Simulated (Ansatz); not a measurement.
Born–Oppenheimer molecular dynamics of CH₆ClGa (9 atoms, charge 0, multiplicity 1). It starts at the highest image of a converged band, a first-order saddle point between two minima.

Method: RKS PBE0-D4/def2-SVP in Ansatz 0.2.0.

```yaml
ensemble: NVE (velocity Verlet)
time_step: 0.5 fs
steps_asked: 200
starting_velocities_drawn_for: 300 K
seed: 8883
```

First frame:

```xyz
9
Properties=species:S:1:pos:R:3
Ga -0.050 -0.191 0.153
C -0.032 -0.028 2.244
H -1.016 -0.037 2.733
H 0.712 -0.513 2.897
H 0.298 1.027 2.193
H 1.373 -0.061 -0.468
H -1.439 0.198 -0.435
Cl -0.241 -2.644 0.752
H -0.110 -1.454 1.615
```

Question: What does the run give?

Answer: The run went to its last step.

- steps done: 200
- time covered: 100 fs
- mean temperature over the second half: 1566 K
- spread of the potential energy over the second half: 19.5 meV per atom
- mean potential energy of the second half above the start: -127.3 meV per atom

The conserved energy stayed within 0.63 meV per atom of its start (net change -0.25 meV per atom), so the integration is sound. The system heated up, since it started high on the potential surface and ran downhill. A run of 0.1 ps of so small a system gives no equilibrium averages. The orbitals stay closed-shell, which can raise the energy where a bond breaks towards radicals; this wasn't checked here.

Question: What happens to the structure?

Answer: The step under study would form Ga1–Cl8, C2–H9 and break Ga1–C2, Cl8–H9. These pairs go: Ga1–Cl8 2.53 → 2.39 Å, C2–H9 1.56 → 1.03 Å, Ga1–C2 2.10 → 4.32 Å, Cl8–H9 1.48 → 5.23 Å. In the last frame they stand as after the step (other bonds may differ from the relaxed reactants and products). It ends as CH4 + ClGaH2. Pairs count as bonded within 1.25 times the sum of covalent radii (0.12 Å more for H–H). This is one draw of velocities; another would differ in detail.

Question: How do temperature and energy run in time?

Answer: 
```tsv
time (fs)	T (K)	potential energy less start (eV)	conserved less start (meV/atom)
0.0	300	0.000	0.00
5.0	150	0.136	0.10
10.0	185	0.105	0.03
15.0	309	-0.007	0.11
20.0	369	-0.062	0.09
25.0	691	-0.354	0.02
30.0	956	-0.593	-0.02
35.0	1223	-0.839	-0.43
40.0	1234	-0.844	0.19
45.0	1324	-0.922	0.50
50.0	1617	-1.190	0.16
55.0	1702	-1.268	0.11
60.0	1595	-1.171	0.02
65.0	1515	-1.104	-0.47
70.0	1283	-0.890	-0.07
75.0	1589	-1.170	-0.37
80.0	1674	-1.245	-0.14
85.0	1764	-1.325	-0.06
90.0	1679	-1.249	-0.16
95.0	1462	-1.050	0.10
100.0	1418	-1.014	-0.25
```

Run time: 14 min on 2 threads of Arm Neoverse N1, on a shared host, peak memory 0.2 GiB.
